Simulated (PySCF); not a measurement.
Sn(Cl)3(Et) (C2H5Cl3Sn), SMILES C[CH2][Sn]([Cl])([Cl])[Cl].

Coordinates come from a B3LYP-D3(BJ)/def2-SVP optimisation. The def2 effective core potentials stand for the cores of Sn; spin–orbit coupling is left out. One conformer was computed; it need not be the lowest.

Calculation: CAM-B3LYP/def2-TZVP (PySCF).

Gas-phase values at a fixed geometry.

| Property | Result |
|---|---|
| total energy | -1674.31730 hartree |
| point group | Cs |
| highest occupied level | -10.01 eV |
| lowest empty level | -1.41 eV |
| orbital gap | 8.60 eV |
| dipole moment | 3.99 D |
| quadrupole, principal values (traceless, Buckingham form, about the centre of nuclear charge) | -4.27, -3.92, 8.20 D·Å |
| mean static polarisability | 100.0 bohr³ (14.82 Å³) |
| polarisability, principal values | 94.5, 95.9, 109.7 bohr³ |
